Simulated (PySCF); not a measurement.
HNP (SMILES N#[PH+]), charge +1, singlet, at a GFN2-xTB geometry. Base run: PySCF with M062X/def2-TZVP.

The PySCF input:
```python
from pyscf import gto, scf, dft, solvent

mol = gto.M(
    atom='''
N    -0.00000000   -0.00000000   -1.07058932
P     0.00000000    0.00000000    0.38043654
H     0.00000000    0.00000000    1.78757714
''',
    basis='def2-tzvp',
    charge=1,
    verbose=4,
)

mf = dft.RKS(mol)
mf.xc = 'm062x'
mf.kernel()
```

Base: HOMO-LUMO gap (eV) 9.32.

A changed run: ΔE vs base (kJ/mol) -265.4; HOMO-LUMO gap (eV) 9.55.

Problem. Name the change that produced these shifts.
(A) model = IEF-PCM; solvent = dimethylsulfoxide; vdw_scale = 1.0
(B) model = IEF-PCM; solvent = dimethylsulfoxide; r_probe = 0.5
(C) model = SS(V)PE; solvent = dimethylsulfoxide
(D) model = IEF-PCM; solvent = dimethylsulfoxide; lebedev_order = 11
(E) model = C-PCM; solvent = dimethylsulfoxide

Solution. B, model = IEF-PCM; solvent = dimethylsulfoxide; r_probe = 0.5

The base is the gas phase, so ΔE is the electrostatic part of solvation at a fixed geometry, without cavity and dispersion terms.
